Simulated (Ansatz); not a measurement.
System: tetrafluoroborate, BF₄, charge -1, multiplicity 1. It need not be the lowest isomer of its formula. 
Coordinates optimised at B3LYP-D3(BJ)/def2-TZVP (Ansatz, a program for electronic structure):
```
B
F 1 1.4112
F 1 1.4112 2 109.47
F 1 1.4112 2 109.47 3 120.00
F 1 1.4112 2 109.47 3 -120.00
```
Charge -1, spin multiplicity 1.

Basis-set convergence of Hartree-Fock and CCSD(T) correlation energies (hartree) with Ansatz. Valence correlation only, unless marked. Spin-orbit coupling is left out. Non-relativistic. This anion needs diffuse functions, which these sets lack.

```json
[
 {"basis": "cc-pVDZ", "functions": "-", "E(HF)": "-422.74389", "E(corr, CCSD(T))": "-0.85738"},
 {"basis": "cc-pVTZ", "functions": "150", "E(HF)": "[?]", "E(corr, CCSD(T))": "[?]"}
]
```

Problem. Fill in the missing entries.

Solution. 
- cc-pVTZ, E(HF): -422.90170
- cc-pVTZ, E(corr, CCSD(T)): -1.15124
